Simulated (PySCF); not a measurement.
## Dipole response of B²⁺ (boron, charge +2)

[He] 2s1, 2S determinant. Calculation: PySCF 2.14, in ANO-RCC-VTZP; scalar relativity by spin-free X2C-1e. Coupled (time-dependent) response in atomic units; α is the mean over directions. The basis has no added diffuse functions, which lowers α and C₆.

| method | mean α (bohr³) | C₆ (like pair) | S(−4) |
| --- | --- | --- | --- |
| UHF | 7.921 | 10.97 | 155.1 |
| PBE | 6.989 | 9.129 | 120.9 |
| PBE0 | 7.203 | 9.540 | 128.4 |
| r2SCANh | 7.664 | 10.92 | 133.2 |
| wB97X | 7.838 | 11.04 | 145.7 |

S(−4) is the Cauchy moment in α(ω) = α(0) + S(−4) ω² + …

α(iu) at r2SCANh:

```csv
u (hartree),α(iu) (bohr³)
0,7.664
0.0500,7.346
0.100,6.535
0.200,4.563
0.300,3.075
0.500,1.568
0.750,0.8498
1.00,0.5419
1.50,0.2882
2.00,0.1873
3.00,0.1065
5.00,0.05513
```

A single London oscillator, α(iu) = α/(1 + u²/ω²), gives C₆ = (3/4) ω α². Matching the computed C₆ needs ω = 4 × 10.92 / (3 × 7.664²) = 0.248 hartree.

For an ion, C₆ is the dispersion term alone; charge-induced terms of lower order in 1/R come first.
